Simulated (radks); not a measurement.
Values are calculated unless marked as measured or tabulated.
Problem. These are the eigenvalues of the occupied orbitals of an atom or ion with whole-number occupations (eV). Level of theory: Dirac Kohn-Sham, PBE, spin-unpolarised, spherical densities, finite nucleus; Fermi nuclear charge, rms radius of each element as measured or else 0.836 A^(1/3) + 0.57 fm (a radial shooting solver on a logarithmic mesh with Libxc functionals).

1s1/2: -8229.513
2s1/2: -1001.416
2p1/2: -875.9486
2p3/2: -858.4718
3s1/2: -130.1635
3p1/2: -91.8229
3p3/2: -89.5751
3d3/2: -27.0549
3d5/2: -26.7889
4p1/2: -10.2581

Which element is it, and in what charge state? The configuration may be excited. Open shells, if any, fill j = l - 1/2 first.

Solution. Z = 28, nickel, charge +1: Ni+ in [Ar] 3d7 4p2. The list shows which subshells hold electrons but not how many an open one holds; the 1s level, -302.43 hartree, gives Z - s = 24.6 by -(Z - s)^2/2, which with screening and relativity narrows Z to a few neighbours, and the depths of the outer levels then fix element, charge and occupations together.
